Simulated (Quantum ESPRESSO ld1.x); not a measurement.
The numbers below are computed, except where a source is named.
Question: Coherent X-ray form factor from a spherical all-electron density. Level of theory: scalar-relativistic Kohn-Sham, relativistic LDA (MacDonald-Vosko exchange, VWN5 correlation), spin-unpolarised, spherical densities, point nucleus (ld1.x of Quantum ESPRESSO 7.5).

sin(theta)/lambda (1/angstrom),f0 (electrons)
0.05,39.945
0.1,39.780
0.15,39.507
0.2,39.131
0.25,38.657
0.3,38.091
0.4,36.715
0.5,35.075
0.6,33.249
0.8,29.357
1,25.590
1.25,21.576
1.5,18.502
2,14.406

The species is in the configuration that NIST lists as its ground one. Which atom or ion scatters so?

Answer: The osmium ion Os36+, [Kr] 4d4. Extrapolating in s^2 from the first two rows gives f0(0) = 40.0, near the electron count 40; among species with that count, the fall with angle is slower the higher Z, and the table is that of Z = 76; from so few rows the species is fixed only to a neighbour or two.
